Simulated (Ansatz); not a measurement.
Computed with Ansatz on PBE0-D4/def2-TZVP structures; ΔE is electronic, products minus reactants. CBS: MP2 limit from def2 TZ/QZ plus the TZ coupled-cluster correction, frozen cores. Functionals use def2-TZVPP. B3LYP here is the variant with VWN-RPA as its local correlation; programs differ in this. For Zn outer-core shells are correlated without core-valence functions, which leaves a few kJ/mol of doubt a bond. Scalar relativity is left out up to krypton. One conformer a species, not always the lowest.

Consider the redistribution: `C[S][ZnH]` + `CC(C)S[SiH3]` → `C[S][Zn][CH](C)C` + `[SiH3]S`.

(1) Is it downhill or uphill in electronic energy at CCSD(T)/CBS, and by how much? (An estimate is asked.)

(2) What do these levels give: r2SCAN-D4, PBE0-D4, B3LYP-D4, PBE, r2SCAN, PBE0, HF/def2-TZVPP, MP2/def2-TZVPP, CCSD/def2-TZVPP, MP2/def2-QZVPP, HF/CBS(def2), MP2/CBS(def2)? (An estimate is asked.)

Largest T1 diagnostic among the species: 0.014.

Answers

(1) Computed: Downhill: ΔE = -0.06 eV.

(2) The calculation gave: r2SCAN-D4 -0.04, PBE0-D4 -0.02, B3LYP-D4 -0.03, PBE -0.11, r2SCAN -0.06, PBE0 -0.08, HF/def2-TZVPP 0.00, MP2/def2-TZVPP -0.08, CCSD/def2-TZVPP -0.08, MP2/def2-QZVPP -0.08, HF/CBS(def2) 0.00, MP2/CBS(def2) -0.07 eV.

From PBE to PBE0 (25 % exact exchange), in def2-TZVPP and without D4, ΔE moves by +0.04 eV. The D4 term adds +0.10 eV with B3LYP and +0.05 eV with PBE0; it sums over pairs of atoms, weighted by their polarisabilities, and B3LYP, whose exchange is more repulsive, gets the larger term.
